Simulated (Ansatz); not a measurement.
Ideal-gas functions of `C#[C][Zr]([Cl])([Cl])[C]#C` at 800 K and 1 bar, from an Ansatz frequency run at PBE0-D4/def2-TZVP.

Molar mass 212.19 g/mol, point group C2v (symmetry number 2), electronic degeneracy 1, moments of inertia 529.261, 540.049, 544.781 u Å². Harmonic wavenumbers (cm⁻¹, unscaled): 57, 66, 67, 84, 97, 166, 195, 199, 220, 392, 433, 459, 467, 740, 741, 745, 746, 2078, 2081, 3448, 3448.

Use S(trans) = R[1.5 ln M + 2.5 ln T − 1.1517]; rotational temperatures θ = 24.2544 K / I; S(rot) = R[ln(√π/σ · √(T³/θAθBθC)) + 1.5]; for each mode x = 1.438777 ν̃/T, S = R[x/(eˣ − 1) − ln(1 − e⁻ˣ)] and H = RT x/(eˣ − 1); 1 cm⁻¹ = 0.0119627 kJ/mol; R = 8.31446 J/(mol·K).

**Question.** By hand: the entropy, in J/(mol·K).

**Answer.** Translation 196.2. Rotation: θ = 0.0458, 0.0449, 0.0445 K, giving 133.5. Vibration, mode by mode: 27.26, 26.04, 25.91, 24.04, 22.84, 18.40, 17.07, 16.90, 16.08, 11.39, 10.60, 10.14, 10.01, 6.53, 6.52, 6.48, 6.47, 0.96, 0.95, 0.12, 0.12, in all 264.8. Electronic 0.0. Sum 594.5 J/(mol·K).

**Question.** By hand: H − E and G − E in kJ/mol, counted from the electronic energy.

**Answer.** Zero-point energy ½ × 16929 × 0.0119627 = 101.3; thermal vibration 84.9; translation, rotation and pV give 4 RT = 26.6. H − E = 212.8 kJ/mol, and G − E = 212.8 − 800 × 594.5/1000 = -262.8 kJ/mol.

Vibration gives 45 % of the entropy, 126.1 J/(mol·K) of it from the modes under 150 cm⁻¹: soft modes count most, and the harmonic formula is weakest for them.
